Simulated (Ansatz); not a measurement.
Job for Ansatz (a program for electronic structure): R-CCSD(T)/cc-pV(D+d)Z on CH6AlN (SMILES C[NH][AlH2]), a point of a torsion scan. Files ending in .json are basis or fitting sets from the Basis Set Exchange.

Ansatz 0.2 input:
```yaml
crystal:
  periodic: [false, false, false]
  atoms:
    - {symbol: C, position_ang: [-1.24546402, 0.28647767, 0.22972490]}
    - {symbol: N, position_ang: [-0.08560211, -0.57019163, -0.03106117]}
    - {symbol: Al, position_ang: [1.62278040, -0.17746278, -0.36459225]}
    - {symbol: H, position_ang: [-2.02514798, 0.14318754, -0.52387872]}
    - {symbol: H, position_ang: [-0.92674117, 1.32772502, 0.20024291]}
    - {symbol: H, position_ang: [-1.67686305, 0.08578657, 1.21451374]}
    - {symbol: H, position_ang: [-0.39751192, -1.53890715, 0.00248488]}
    - {symbol: H, position_ang: [2.12806287, 0.03812948, -1.80541452]}
    - {symbol: H, position_ang: [2.64140106, 0.00626444, 0.77852773]}
basis:
  gaussian:
    orbitals: cc-pV_D+d_Z.json
magnetization: {spin_polarized: false}
correlation: {method: ccsd_t, electrons: outside_noble_gas}
scf: {lower_state_search: off}
```

Program output:

```
WARN ansatz: RAYON_NUM_THREADS=1 ignored (pool sized by the plan → 1); use --threads N
Functional definition: HF
these checks for a lower state are left out or cut short: stability, starts, cluster_reference, orbital_swaps, neighbouring_geometries, increment
integrals: 0.07 GiB planned
771 factors; integrals over basis functions are off by at most 1.3e-3 eV
mean field: 0.15 GiB planned
mean field evaluation 1: about -9187.6052 eV, gradient 3.1e1 eV
mean field evaluation 2: about -9187.6060 eV, gradient 3.1e1 eV
mean field evaluation 4: about -9190.0098 eV, gradient 2.9e0 eV
mean field evaluation 8: about -9190.0380 eV, gradient 5.9e-5 eV
mean field -9190.03796327 eV, -337.7276659186 hartree, gradient 2.3e-6 eV, S^2 0.000000; 0 other end points of the search recorded, 0 dependent functions left out
7 core orbitals not correlated
reference -9190.03796327 eV, -337.7276659186 hartree; 9, 9 occupied and 65, 65 virtual orbitals, 771 factors
second order -10.48111683 eV of doubles, -0.00000000 eV of singles
coupled cluster: 0.20 GiB planned
cycle   1  -11.22299864 eV  change   -7.4e-1 eV  update   7.3e-2
cycle   2  -11.57367468 eV  change   -3.5e-1 eV  update   2.2e-2
cycle   3  -11.62383822 eV  change   -5.0e-2 eV  update   8.5e-3
cycle   4  -11.62159761 eV  change    2.2e-3 eV  update   2.4e-3
cycle   5  -11.62206127 eV  change   -4.6e-4 eV  update   8.0e-4
cycle   6  -11.62198903 eV  change    7.2e-5 eV  update   2.4e-4
cycle   7  -11.62188685 eV  change    1.0e-4 eV  update   8.8e-5
cycle   8  -11.62188111 eV  change    5.7e-6 eV  update   4.1e-5
cycle   9  -11.62188228 eV  change   -1.2e-6 eV  update   2.1e-5
perturbative correction -0.28204138 eV, -0.0103648295 hartree
Total energy: -9201.94188692 eV, -338.1651270442 hartree
Checks for a lower state left out: stability, starts, cluster_reference, orbital_swaps, neighbouring_geometries, increment
```

The calculation finished and met its thresholds.

Cost: around 4 core-seconds (rough).
